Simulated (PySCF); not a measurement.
**BeS: script and output**

File input.py (PySCF 2.14):

```python
from pyscf import gto, dft, tdscf

mol = gto.M(
    atom='Be 0 0 0; S 0 0 1.809',
    basis='lanl2dz',
    ecp={'S': 'lanl2dz'},
    charge=0,
    spin=0,
    verbose=3,
)
mf = dft.RKS(mol, xc='wb97x')
mf.kernel()
td = tdscf.TDA(mf)
td.nstates = 5
td.kernel()
td.analyze(verbose=3)
mf.dip_moment()
print('orbital energies (hartree):', mf.mo_energy[..., max(0, mol.nelec[1]-3):mol.nelec[0]+3].round(4))
```

```bash
$ OMP_NUM_THREADS=1 python input.py
```

The log:

```
converged SCF energy = -24.794726531707
Excitation energies (eV)
[1.6714686  1.6714686  3.7934408  4.58245    4.79397807]

** Singlet excitation energies and oscillator strengths **
Excited State   1:      1.67147 eV    741.77 nm  f=0.0176
Excited State   2:      1.67147 eV    741.77 nm  f=0.0176
Excited State   3:      3.79344 eV    326.84 nm  f=0.0468
Excited State   4:      4.58245 eV    270.56 nm  f=0.0000
Excited State   5:      4.79398 eV    258.62 nm  f=0.0000
Dipole moment(X, Y, Z, Debye): -0.00000, -0.00000, -6.13087
orbital energies (hartree): [-0.3984 -0.3321 -0.3321 -0.0774  0.0474  0.0474]
```

In short: E(SCF) = -24.794727 Eh, μz(SCF) = -6.13 D, first singlet excitations without spin–orbit coupling 1.67, 1.67, 3.79, 4.58, 4.79 eV.

Hardware: Arm Neoverse V2, 1 thread, shared host. Wall time 1.7 s, peak memory 0.16 GiB.

Stability towards an unrestricted solution was not tested. The bond length is a typed value, not an optimised one.
